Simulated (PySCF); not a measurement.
Dipole moment and polarisability of `C/N=C\[C@H](F)C#N`

Species: C4H5FN2.
Geometry (GFN2-xTB, Å), atoms numbered from 1 in this order:
```
atom  x, y, z in Å
C1     1.667    0.414    0.198
N2     1.061   -0.672   -0.498
C3    -0.134   -1.007   -0.389
C4    -1.223   -0.401    0.501
F5    -2.364   -1.164    0.392
C6    -1.496    0.970    0.109
N7    -1.683    2.047   -0.221
H8     2.533    0.019    0.730
H9     1.013    0.951    0.894
H10    2.036    1.113   -0.553
H11   -0.487   -1.842   -0.984
H12   -0.922   -0.429    1.561
```

Level: PBE0/def2-SVPD (PySCF), static field, nuclei fixed, core orbitals frozen in the response. The polarisability tensor in these axes (au):

```
x   67.70  1.47 -0.14
y    1.47 63.07  0.16
z   -0.14  0.16 46.69
```

Task: What are the eigenvalues, a third of the trace, and Δα (Δα² = ½Σ(αi − αj)² over the three pairs)?

Result: Principal values 46.69, 62.65 and 68.12 au; mean 59.15 au = 8.77 Å³ = 9.75 × 10⁻⁴⁰ C²·m²/J; Δα = 19.29 au (33 % of the mean).

Task: What is the dipole moment, and where does it point?

Result: (1.66, -1.36, 1.83) D, 2.82 D in size, pointing from the negative to the positive side. Measured along this direction, the outermost atoms are N7 at the negative end and H8 at the positive end.

Task: Give the principal axes and the span of the nuclei along them.

Result: Largest value along (0.96, 0.28, 0.00), where the nuclei span 5.03 Å; middle along (-0.28, 0.96, 0.01), 4.08 Å; least along (0.01, -0.01, 1.00), 2.53 Å. The response follows the extents in order.

Task: In a dilute gas of rigid molecules at 500 K, how does the orientational term μ²/3kT compare with the electronic polarisability?

Result: In Gaussian units μ²/3kT = 38.32 Å³ against 8.77 Å³, a ratio of 4.37; the Debye molar polarisation (4π/3)N_A(α + μ²/3kT) is 118.8 cm³/mol, leaving out the vibrational part.

Task: Refractivity n − 1 of an ideal gas of it at 298.15 K and 1 atm, from the electronic α?

Result: N = p/kT = 2.4615 × 10¹⁹ cm⁻³, so n − 1 = 2π × N × 8.77 × 10⁻²⁴ cm³ = 1356 × 10⁻⁶ at long wavelengths.

Task: Find the Langevin capture rate constant for O2+ (31.990 u) meeting this molecule (100.044 u), k = 2.342 × 10⁻⁹ cm³/s × √(α in Å³ / reduced mass in u).

Result: The reduced mass is 24.24 u, so k = 1.41 × 10⁻⁹ cm³/s. The formula leaves out the permanent dipole, which adds to the capture rate.

Task: Estimate the molar refractivity from the static electronic polarisability.

Result: Lorentz–Lorenz: R = (4π/3)N_A α = 2.5225 cm³/(mol·Å³) × 8.77 Å³ = 22.1 cm³/mol, in the limit of long wavelengths.

Geometry: GFN2-xTB, one conformer, isolated molecule.

The run behind these numbers computed excited states as well. The run took about 50 s of CPU time (one thread, shared machine).
